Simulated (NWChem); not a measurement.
AlH3Se; SMILES [AlH2][SeH]

All runs: NWChem. Pople sets run with spherical d functions. The geometry was optimised at B3LYP/6-31G* (spherical d). Level M06-L/6-31G*: energy and gradient on several grids; changes count from the extra-fine grid, which is no exact limit either.

```csv
grid,size of the energy change (μHa),largest change of a gradient component (μHa/bohr)
xcoarse,2000,3000
coarse,30,1000
medium,10,400
fine,< 10,100
xfine,< 10,< 30
```
